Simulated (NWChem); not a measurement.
System: DMF (C$_{3}$H$_{7}$NO); SMILES CN(C)C=O

Input file for NWChem:

```
start job
memory heap 200 mb stack 900 mb global 1100 mb
geometry units angstroms noautoz
  C      0.770340    -1.573301    -0.000429
  N      0.020792    -0.348584    -0.000298
  C     -1.416901    -0.426626    -0.001417
  C      0.632826     0.867050    -0.000068
  O      0.073174     1.939010    -0.000625
  H      1.846769    -1.348768     0.002293
  H      0.544804    -2.185765     0.890403
  H      0.548836    -2.183415    -0.893922
  H     -1.810599     0.597903    -0.000991
  H     -1.785763    -0.956809    -0.896354
  H     -1.787028    -0.958941     0.891651
  H      1.746020     0.766643     0.000784
end
basis spherical
  * library def2-tzvpd
end
dft
  xc b3lyp
  iterations 150
  semidirect filesize 400000000
  mulliken
end
task dft energy
```

Parts of the log:

```
             Northwest Computational Chemistry Package (NWChem) 7.3.0
             --------------------------------------------------------

 CS  symmetry detected

                             Geometry "geometry" -> ""
                             -------------------------

 Output coordinates in angstroms (scale by  1.889725989 to convert to a.u.)

  No.       Tag          Charge          X              Y              Z
 ---- ---------------- ---------- -------------- -------------- --------------
    1 C                    6.0000     0.77651732    -1.57099537     0.00000000
    2 N                    7.0000     0.02310452    -0.34865219     0.00000000
    3 C                    6.0000    -1.41433519    -0.43123531     0.00000000
    4 C                    6.0000     0.63129546     0.86890908     0.00000000
    5 O                    8.0000     0.06825983     1.93909584     0.00000000
    6 H                    1.0000     1.85223305    -1.34306308     0.00000000
    7 H                    1.0000     0.55492870    -2.18298746     0.89216356
    8 H                    1.0000     0.55492870    -2.18298746    -0.89216356
    9 H                    1.0000    -1.81126728     0.59204496     0.00000000
   10 H                    1.0000    -1.78215016    -0.96364889    -0.89400277
   11 H                    1.0000    -1.78215016    -0.96364889     0.89400277
   12 H                    1.0000     1.74480138     0.77201904     0.00000000

 Effective nuclear repulsion energy (a.u.)     182.0679011491

      Symmetry information
      --------------------

 Group name             Cs
 Group number              2
 Group order               2
 No. of unique centers    10

                                 NWChem DFT Module
                                 -----------------

 Summary of "ao basis" -> "ao basis" (spherical)
 ------------------------------------------------------------------------------
       Tag                 Description            Shells   Functions and Types
 ---------------- ------------------------------  ------  ---------------------
 C                         def2-tzvpd               13       37   6s3p3d1f
 N                         def2-tzvpd               13       37   6s3p3d1f
 O                         def2-tzvpd               14       40   6s4p3d1f
 H                         def2-tzvpd                5        9   3s2p

      Symmetry analysis of basis
      --------------------------

        a'        166
        a"         85

            General Information
            -------------------
          SCF calculation type: DFT
          Wavefunction type:  closed shell.
          No. of atoms     :    12
          No. of electrons :    40
           Alpha electrons :    20
            Beta electrons :    20
          Charge           :     0
          Spin multiplicity:     1
          Use of symmetry is: on ; symmetry adaption is: on
          Maximum number of iterations: 150
          AO basis - number of functions:   251
                     number of shells:   101
          Convergence on energy requested:  1.00D-06
          Convergence on density requested:  1.00D-05
          Convergence on gradient requested:  5.00D-04

              XC Information
              --------------
                         B3LYP Method XC Potential
                     Hartree-Fock (Exact) Exchange  0.200
                        Slater Exchange Functional  0.800 local
                    Becke 1988 Exchange Functional  0.720 non-local
              Lee-Yang-Parr Correlation Functional  0.810
                  VWN I RPA Correlation Functional  0.190 local

             Grid Information
             ----------------
          Grid used for XC integration:  medium
          Radial quadrature: Mura-Knowles
          Angular quadrature: Lebedev.
          Tag              B.-S. Rad. Rad. Pts. Rad. Cut. Ang. Pts.
          ---              ---------- --------- --------- ---------
          C                   0.70       49          13.0       434
          N                   0.65       49          10.0       434
          O                   0.60       49          13.0       434
          H                   0.35       45          13.0       434
          Grid pruning is: on
          Number of quadrature shells:   470
          Spatial weights used:  Erf1

      Superposition of Atomic Density Guess
      -------------------------------------

 Sum of atomic energies:        -245.60864224

      Non-variational initial energy
      ------------------------------

 Total energy =    -248.687525
 1-e energy   =    -692.571223
 2-e energy   =     261.815797
 HOMO         =      -0.291565
 LUMO         =       0.029532

      Symmetry analysis of molecular orbitals - initial
      -------------------------------------------------

  Numbering of irreducible representations:

     1 a'          2 a"

  Orbital symmetries:

     1 a'          2 a'          3 a'          4 a'          5 a'
     6 a'          7 a'          8 a'          9 a'         10 a'
    11 a'         12 a'         13 a"         14 a"         15 a'
    16 a'         17 a"         18 a'         19 a'         20 a"
    21 a"         22 a'         23 a'         24 a'         25 a'
    26 a"         27 a'         28 a'         29 a"         30 a'

------------------------------------------------------------
EAF file 0: "./job.aoints.0" size=1506279424 bytes
------------------------------------------------------------
               write      read    awrite     aread      wait
               -----      ----    ------     -----      ----
     calls:     2873         0         0         0         0
   data(b): 1.51e+09  0.00e+00  0.00e+00  0.00e+00
   time(s): 0.00e+00  0.00e+00  0.00e+00  0.00e+00  0.00e+00
rate(mb/s): 0.00e+00  0.00e+00
------------------------------------------------------------

     ---------------------------------------------
      Total Density - Mulliken Population Analysis
     ---------------------------------------------

    Atom       Charge   Shell Charges
 -----------   ------   -------------------------------------------------------
    1 C    6     6.57   0.86  1.12  0.54  0.67  0.13  0.00  1.19  1.32  0.62  0.02  0.05  0.04  0.01
    2 N    7     6.89   0.82  1.16  0.54  0.80  0.05 -0.03  1.47  1.73  0.22  0.01  0.08  0.04  0.00
    3 C    6     6.60   0.86  1.12  0.54  0.67  0.14  0.00  1.20  1.32  0.64  0.02  0.05  0.02  0.01
    4 C    6     5.42   0.86  1.12  0.53  0.56  0.20  0.02  0.98  0.89  0.09  0.05  0.11 -0.03  0.02
    5 O    8     8.90   0.79  1.18  0.61  0.96  0.33  0.00  2.04  2.13  0.80  0.02  0.00  0.02  0.01  0.00
    6 H    1     0.80   0.24  0.45  0.07  0.02  0.01
    7 H    1     0.79   0.24  0.46  0.04  0.02  0.02
    8 H    1     0.79   0.24  0.46  0.04  0.02  0.02
    9 H    1     0.82   0.24  0.45  0.08  0.02  0.03
   10 H    1     0.78   0.24  0.46  0.04  0.02  0.02
   11 H    1     0.78   0.24  0.46  0.04  0.02  0.02
   12 H    1     0.85   0.24  0.47  0.11  0.02  0.01

   convergence    iter        energy       DeltaE   RMS-Dens  Diis-err
 ---------------- ----- ----------------- --------- --------- ---------
 d= 0,ls=0.0,diis     1   -248.4865389349 -4.31D+02  8.31D-03  1.34D+00
 d= 0,ls=0.0,diis     2   -248.0983153419  3.88D-01  5.18D-03  5.28D+00
 d= 0,ls=0.0,diis     3   -248.6042575768 -5.06D-01  1.01D-03  1.40D-01
 d= 0,ls=0.0,diis     4   -248.6135110166 -9.25D-03  3.73D-04  3.69D-02
 d= 0,ls=0.0,diis     5   -248.6170029796 -3.49D-03  1.04D-04  1.73D-03
  Resetting Diis
 d= 0,ls=0.0,diis     6   -248.6171614774 -1.58D-04  4.70D-05  1.68D-04
 d= 0,ls=0.0,diis     7   -248.6171813304 -1.99D-05  1.77D-05  5.10D-06
 d= 0,ls=0.0,diis     8   -248.6171803094  1.02D-06  8.53D-06  1.71D-05
 d= 0,ls=0.0,diis     9   -248.6171818924 -1.58D-06  2.34D-06  6.20D-07
 d= 0,ls=0.0,diis    10   -248.6171819549 -6.24D-08  4.76D-07  3.02D-08

         Total DFT energy =     -248.617181954880
      One electron energy =     -696.892803604306
           Coulomb energy =      300.641976397517
    Exchange-Corr. energy =      -34.434255897214
 Nuclear repulsion energy =      182.067901149123

 Numeric. integr. density =       39.999989634136

                  Occupations of the irreducible representations
                  ----------------------------------------------

                     irrep           alpha         beta
                     --------     --------     --------
                     a'               16.0         16.0
                     a"                4.0          4.0

                       DFT Final Molecular Orbital Analysis
                       ------------------------------------

 Vector   18  Occ=2.000000D+00  E=-3.876077D-01  Symmetry=a"
              MO Center=  8.5D-03,  8.9D-01,  3.0D-14, r^2= 2.7D+00
   Bfn.  Coefficient  Atom+Function         Bfn.  Coefficient  Atom+Function
  ----- ------------  ---------------      ----- ------------  ---------------
   157      0.303376   5 O  pz              120      0.258997   4 C  pz
   160      0.245927   5 O  pz              123      0.205784   4 C  pz
   163      0.151726   5 O  pz               83     -0.131958   3 C  pz
   226      0.097313  10 H  s               235     -0.097313  11 H  s
    86     -0.086831   3 C  pz               46      0.081349   2 N  pz

 Vector   19  Occ=2.000000D+00  E=-2.672319D-01  Symmetry=a'
              MO Center=  2.7D-01,  1.6D+00,  1.1D-13, r^2= 1.6D+00
   Bfn.  Coefficient  Atom+Function         Bfn.  Coefficient  Atom+Function
  ----- ------------  ---------------      ----- ------------  ---------------
   155      0.394168   5 O  px              158      0.318371   5 O  px
   161      0.240174   5 O  px              156      0.186631   5 O  py
     5      0.180776   1 C  s               244     -0.163051  12 H  s
   116     -0.155446   4 C  s               159      0.155292   5 O  py
   162      0.132185   5 O  py               45      0.111155   2 N  py

 Vector   20  Occ=2.000000D+00  E=-2.560628D-01  Symmetry=a"
              MO Center= -5.3D-02,  6.8D-02, -1.2D-13, r^2= 2.9D+00
   Bfn.  Coefficient  Atom+Function         Bfn.  Coefficient  Atom+Function
  ----- ------------  ---------------      ----- ------------  ---------------
    46      0.348051   2 N  pz               49      0.304092   2 N  pz
   157     -0.260663   5 O  pz               52      0.251889   2 N  pz
   160     -0.214974   5 O  pz               89     -0.198427   3 C  pz
    15     -0.173750   1 C  pz              163     -0.157202   5 O  pz
   227     -0.122512  10 H  s               236      0.122512  11 H  s

 Vector   21  Occ=0.000000D+00  E=-7.503811D-03  Symmetry=a'
              MO Center=  2.1D-01, -1.6D+00, -3.2D-15, r^2= 1.1D+01
   Bfn.  Coefficient  Atom+Function         Bfn.  Coefficient  Atom+Function
  ----- ------------  ---------------      ----- ------------  ---------------
    43      8.228267   2 N  s                 5     -3.334789   1 C  s
   218     -2.695409   9 H  s                79     -2.637323   3 C  s
     6     -2.493007   1 C  s               116     -2.313444   4 C  s
   117     -1.904462   4 C  s               227      1.898994  10 H  s
   236      1.898994  11 H  s                88      1.835300   3 C  py

 Vector   22  Occ=0.000000D+00  E= 5.634959D-03  Symmetry=a"
              MO Center=  5.1D-01,  5.6D-01,  5.0D-13, r^2= 3.8D+00
   Bfn.  Coefficient  Atom+Function         Bfn.  Coefficient  Atom+Function
  ----- ------------  ---------------      ----- ------------  ---------------
   200      0.618378   7 H  s               209     -0.618378   8 H  s
   227     -0.573527  10 H  s               236      0.573527  11 H  s
    89     -0.377204   3 C  pz              126     -0.344518   4 C  pz
   120     -0.325858   4 C  pz              123     -0.313496   4 C  pz
    15     -0.262622   1 C  pz               52      0.253039   2 N  pz

 Vector   23  Occ=0.000000D+00  E= 2.277582D-02  Symmetry=a'
              MO Center= -5.0D-01, -8.8D-01, -7.2D-14, r^2= 1.4D+01
   Bfn.  Coefficient  Atom+Function         Bfn.  Coefficient  Atom+Function
  ----- ------------  ---------------      ----- ------------  ---------------
   191      3.882076   6 H  s               245      3.593733  12 H  s
    79      3.356314   3 C  s                80      3.279884   3 C  s
     6     -2.598749   1 C  s               218     -2.483215   9 H  s
     5     -2.071148   1 C  s               154     -2.051370   5 O  s
   116     -2.011829   4 C  s               124     -1.285431   4 C  px

------------------------------------------------------------
EAF file 0: "./job.aoints.0" size=1771569152 bytes
------------------------------------------------------------
               write      read    awrite     aread      wait
               -----      ----    ------     -----      ----
     calls:     3379         9         0     30402     30402
   data(b): 1.77e+09  4.72e+06  0.00e+00  1.59e+10
   time(s): 0.00e+00  0.00e+00  0.00e+00  0.00e+00  0.00e+00
rate(mb/s): 0.00e+00  0.00e+00
------------------------------------------------------------

     ---------------------------------------------
      Total Density - Mulliken Population Analysis
     ---------------------------------------------

    Atom       Charge   Shell Charges
 -----------   ------   -------------------------------------------------------
    1 C    6     6.86   0.85  1.12  0.52  0.65  0.41 -0.00  1.34  1.13  0.73  0.02  0.05  0.03  0.01
    2 N    7     6.89   0.82  1.15  0.54  0.80  0.11 -0.05  1.60  1.60  0.22  0.01  0.08  0.02  0.00
    3 C    6     6.95   0.85  1.12  0.52  0.65  0.44 -0.01  1.34  1.15  0.80  0.02  0.04  0.02  0.01
    4 C    6     5.76   0.85  1.12  0.55  0.54  0.22  0.01  1.28  0.94  0.03  0.05  0.16 -0.01  0.02
    5 O    8     8.53   0.79  1.18  0.61  0.89  0.44  0.07  1.90  1.77  0.80  0.04  0.00  0.02  0.00  0.00
    6 H    1     0.75   0.28  0.50 -0.06  0.02  0.01
    7 H    1     0.70   0.28  0.49 -0.13  0.02  0.03
    8 H    1     0.70   0.28  0.49 -0.13  0.02  0.03
    9 H    1     0.70   0.27  0.47 -0.10  0.02  0.03
   10 H    1     0.69   0.28  0.50 -0.13  0.02  0.02
   11 H    1     0.69   0.28  0.50 -0.13  0.02  0.02
   12 H    1     0.80   0.27  0.50 -0.01  0.02  0.02

     -------------------------------------------
      Total Density - Lowdin Population Analysis
     -------------------------------------------

    Atom       Charge   Shell Charges
 -----------   ------   -------------------------------------------------------
    1 C    6     6.08   0.91  1.04  0.33  0.26  0.12  0.06  1.12  1.23  0.41  0.03  0.28  0.23  0.04
    2 N    7     7.21   0.89  1.06  0.37  0.30  0.12  0.07  1.40  1.46  0.55  0.01  0.25  0.70  0.02
    3 C    6     6.06   0.91  1.04  0.33  0.26  0.12  0.06  1.13  1.23  0.40  0.03  0.27  0.23  0.04
    4 C    6     6.35   0.91  1.03  0.33  0.24  0.11  0.07  1.07  1.04  0.34  0.08  0.65  0.36  0.12
    5 O    8     7.98   0.87  1.09  0.51  0.53  0.26  0.09  1.73  1.78  0.74  0.11  0.00  0.06  0.19  0.01
    6 H    1     0.92   0.25  0.33  0.11  0.05  0.17
    7 H    1     0.91   0.25  0.34  0.11  0.05  0.15
    8 H    1     0.91   0.25  0.34  0.11  0.05  0.15
    9 H    1     0.91   0.24  0.32  0.11  0.06  0.18
   10 H    1     0.91   0.25  0.34  0.11  0.05  0.15
   11 H    1     0.91   0.25  0.34  0.11  0.05  0.15
   12 H    1     0.87   0.24  0.33  0.12  0.05  0.13

     Multipole analysis of the density
     ---------------------------------

     L   x y z        total         alpha         beta         nuclear
     -   - - -        -----         -----         ----         -------
     0   0 0 0     -0.000000    -20.000000    -20.000000     40.000000

     1   1 0 0      0.180109      0.090055      0.090055      0.000000
     1   0 1 0     -1.556093     -0.778046     -0.778046      0.000000
     1   0 0 1     -0.000000     -0.000000     -0.000000      0.000000

[...]
```

Level: B3LYP/def2-TZVPD. Coordinates come from a PBE0/def2-SVP optimisation.
